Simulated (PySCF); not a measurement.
OP, SMILES O=[P], multiplicity 2.

Geometry: B3LYP-D3(BJ)/def2-TZVPD.

The numbers are results of PySCF with CAM-B3LYP/def2-TZVPD, not measurements.

Isolated molecule, no solvent.

Problem. Estimate the frontier levels, dipole moment. (An estimate is asked for; the answer gives what the named calculation found.)

Solution. 
```
Item                                                               Value
-----------------------------------------------  -----------------------
α spin, highest occupied and lowest empty level       -7.21 and -2.21 eV
β spin, highest occupied and lowest empty level      -11.87 and -1.97 eV
dipole moment                                                  0.449 e·Å
⟨S²⟩                                             0.756 (pure state 0.75)
```
